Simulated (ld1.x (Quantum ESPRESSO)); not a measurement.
Pt: excitation energies, all-electron against TM

Pt, norm-conserving Troullier–Martins (Kleinman–Bylander form), made with ld1.x (Quantum ESPRESSO) 7.5 (PBE, fully relativistic). Core [Kr] 4d10 4f14 5s2, reference 5p6 5d7 6s0 6p0 (charge +3). Waves: 6s (bound, empty): rc 1.85 bohr; 5p (bound): rc 1.80 bohr; 5d (bound): rc 1.75 bohr. Local part: the d channel. Core correction: Bessel-smoothed model core inside 1.20 bohr.

Open shells are filled in proportion to 2j + 1 (rel_dist='average').

Energies are relative to the spin-unpolarised reference configuration 5p6 5d7 6s0 6p0; without spin polarisation the order of configurations can differ from experiment. The d channel is local and has no spin–orbit splitting in the pseudo-atom.

```csv
valence configuration,charge,ΔE all-electron (eV),error AE − PS (meV)
5p6 5d9 6s1 6p0,0,-61.405,-44
5p6 5d8 6s0 6p0,+2,-32.214,-25
5p6 5d8 6s2 6p0,0,-60.386,-20
5p6 5d8 6s1 6p0,+1,-50.213,-15
5p6 5d9 6s0.5 6p0,+0.5,-57.703,-47
5p5 5d9 6s1 6p0,+1,1.742,-179
```

Q: What are ΔE and the potential's error for 5p6 5d9 6s0 6p0?

A: ΔE = -52.195 eV all-electron; the error (AE − PS) is -55 meV.

Levels in the configuration 5p6 5d8 6s0 6p0:

```csv
level,all-electron (eV),pseudo (eV)
5p j=1/2,-87.745,-87.728
5p j=3/2,-72.730,-72.711
5d j=3/2,-26.782,-25.851
5d j=5/2,-25.278,-25.851
```

Note: ghost state, extra bound levels that the all-electron valence spectrum of the same l lacks: s at -87.0 eV. A true bound ghost makes a file unfit for plane-wave use. The potential misses its own reference levels by up to 1.0 eV, so it is not fit for use.
